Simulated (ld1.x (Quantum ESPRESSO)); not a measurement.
# What one change does to a pseudopotential (silver, ultrasoft)

Ag, ultrasoft, made with ld1.x (Quantum ESPRESSO) 7.5 (PBE, scalar-relativistic). Core [Kr], reference 4d10 5s1 5p0. Waves: 5s (bound): rcut 1.95, rcutus 2.55 bohr; 5s channel at 0.15 Ry: rcut 1.95, rcutus 2.55 bohr; 5p (bound, empty): rcut 3.25, rcutus 3.75 bohr; 5p channel at 2.3 Ry: rcut 3.25, rcutus 3.75 bohr; 4d (bound): rcut 1.60, rcutus 1.95 bohr; 4d channel at 0.85 Ry: rcut 1.60, rcutus 1.95 bohr. Local part: all-electron potential smoothed inside 3.40 bohr (lloc = -1). Core correction: none. Augmentation charge: PSQ, inside the norm-conserving radii.

Change: waves 4d (bound): rcut 1.60, rcutus 1.70 bohr; 4d channel at 0.85 Ry: rcut 1.60, rcutus 1.70 bohr.

Cutoffs: the cutoffs (Ry, on a coarse ladder) from which the occupation-weighted sum of valence levels, in a spherical-Bessel basis at the reference potential, stays within 10 and 1 mRy of its value at 400 Ry; they do not see the model core or the augmentation charge, which bear on the density cutoff. Errors are all-electron minus pseudo energies relative to the spin-unpolarised reference configuration.

Problem. What does the change do?

Solution. The potential gets harder (30 Ry and 50 Ry → 40 Ry and 70 Ry); of the 7 tests that both files solve, the error grows in 3 and shrinks in 2 by more than 15 % and 0.3 meV (median size 9.3 → 11.6 meV); neither file shows a bound ghost. A smaller radius makes the pseudo-wave follow the all-electron one further in, where it bends more sharply, so more plane waves are needed.

```csv
quantity,base,changed
"cutoff, loose",30 Ry,40 Ry
"cutoff, tight",50 Ry,70 Ry
loose cutoff by channel (10 mRy a level),"s 6 Ry, d 21 Ry","s 6 Ry, d 35 Ry"
bound ghosts,none,none
"error for 4d10 5s0 5p0, meV [ΔE 7.76 eV]",+13,+12
"error for 4d9 5s0 5p0, meV [ΔE 29.87 eV]",+24,+6.0
"error for 4d8 5s0 5p0, meV [ΔE 66.06 eV]",+9.3,-253
"error for 4d10 5s0.5 5p0, meV [ΔE 3.02 eV]",+2.0,+1.6
"error for 4d9 5s1 5p0, meV [ΔE 13.15 eV]",-8.9,-51
"error for 4d10 5s0 5p1, meV [ΔE 3.87 eV]",+7.1,+7.3
"error for 4d9 5s1 5p1, meV [ΔE 8.57 eV]",-31,-91
s: phases at 4.03 bohr within 0.05 rad from the reference energy up to (Ry; the scan ends near 5),4.9,4.9
p: phases at 4.03 bohr within 0.05 rad from the reference energy up to (Ry; the scan ends near 5),4.2,4.2
d: phases at 4.03 bohr within 0.05 rad from the reference energy up to (Ry; the scan ends near 5),3.0,3.0
lowest overlap eigenvalue by channel,"s 0.22, p 0.62, d 0.41","s 0.22, p 0.62, d 1.00"
```
